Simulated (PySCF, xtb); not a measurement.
C4H10Si2, SMILES C#CCC([SiH3])[SiH3]. Other conformers were not sampled.

Harmonic wavenumbers (cm⁻¹) from GFN2-xTB (xtb 6.7.1) at its own minimum, in rising order: 59, 112, 116, 127, 178, 234, 270, 302, 419, 508, 513, 521, 564, 635, 650, 695, 769, 781, 784, 789, 805, 807, 829, 940, 988, 1071, 1104, 1151, 1259, 1314, 1461, 2224, 2236, 2251, 2254, 2274, 2277, 2290, 2908, 2914, 2944, 3395.

Question: What does TPSSh-D3(BJ)/def2-SVP run with PySCF give at its own minimum? (An estimate is asked for; the answer gives what the named calculation found.)

Answer: 52, 98, 120, 135, 177, 232, 244, 342, 451, 550, 569, 596, 662, 675, 684, 740, 819, 916, 927, 953, 953, 955, 960, 963, 969, 1033, 1074, 1168, 1282, 1329, 1461, 2212, 2239, 2244, 2247, 2253, 2265, 2270, 3015, 3027, 3058, 3473. Paired by order, the mean absolute difference is 50 cm⁻¹ and the zero-point energies are 69.7 and 72.0 kcal/mol.
